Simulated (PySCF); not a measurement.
A small calculation by hand: chemical shift, span and skew from a shielding tensor

C2HBr2Cl, SMILES Cl/C(Br)=C\Br. Atoms are numbered in the order given.

```xyz
6

Cl    -1.8388    -0.2338     0.0000
C     -0.1454    -0.4610     0.0000
Br     0.4428    -2.2470     0.0000
C      0.7495     0.5338     0.0000
Br     0.2947     2.3388     0.0000
H      1.8193     0.3228     0.0000
```

Geometry: PBE0-D3(BJ)/def2-SVP.

GIAO shieldings from PySCF with PBE/pcSseg-1, non-relativistic, no solvent. The symmetric part of the tensor of C4 has the principal values -28.4, 87.1, 109.0 ppm. The same nucleus in TMS has σ = 182.0 ppm at this level (PySCF, at its B3LYP-D3(BJ)/def2-TZVP geometry). Without spin–orbit terms, shifts of atoms bonded to Cl or Br come out too high.

Task: Work out the isotropic shielding, the ¹³C shift against TMS, the span and the skew.

Result: 
σ(iso) = (σ11 + σ22 + σ33)/3 = 55.9 ppm. δ = σ(ref) − σ(iso) = 182.0 − (55.9) = 126.1 ppm.
Span Ω = σ33 − σ11 = 137.4 ppm. Skew κ = 3(σ(iso) − σ22)/Ω = -0.68. Tumbling in solution averages the tensor to δ; in a static solid the shielding alone would spread this spin-1/2 line over Ω.
